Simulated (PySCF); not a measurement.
**A computed series [M(NH3)]3+**

Computed with PySCF 2.14.0, PBE0, def2-SVP on the ligands, density fitting, scalar-relativistic core potentials, no spin-orbit coupling, vacuum. Each member is relaxed from one template within its symmetry. Distances are means of the shortest metal–ligand contacts, charges and spins Mulliken's; removal energies are rigid, with the ligand's formal charge and no counterpoise, so too large; for an anion taken off a cation in vacuum most of it is the attraction of opposite charges, and multiply charged cations can part far more cheaply with an electron moved from ligand to metal. lcecp potentials hold a fixed number of 4f electrons in the core, out of states, spins and gaps.

```csv
metal,basis on the metal,point group,M–NH3 (Å),charge on M (e),removal of one NH3 (eV),"strongest infrared band, degenerate modes summed (cm⁻¹)",unstable modes (below −25 cm⁻¹)
La,lcecp-1-SVP with ECP46,C3v,2.478,2.53,4.97,3332,0
Sm,lcecp-1-SVP with ECP51,C3v,2.373,2.49,5.50,–,0
Dy,lcecp-1-SVP with ECP55,C3v,2.312,2.47,5.84,3283,0
Tm,lcecp-1-SVP with ECP58,C3v,2.272,2.45,6.09,3271,0
Bi,def2-SVP with ECP60,C3v,2.318,2.35,7.40,–,0
```

(1) What does the calculation give for Pr, lcecp-1-SVP with ECP48?

One start shape was tried for each, so a minimum needn't be the lowest isomer.

## Answers

(1) point group: C3v, M–NH3 (Å): 2.429, charge on M (e): 2.51, removal of one NH3 (eV): 5.21, unstable modes (below −25 cm⁻¹): 0.
```xyz
5

Pr    0.0000    0.0000   -0.1902
N     0.0000    0.0000    2.2391
H     0.9403    0.0000    2.6960
H    -0.4702    0.8143    2.6960
H    -0.4701   -0.8144    2.6960
```
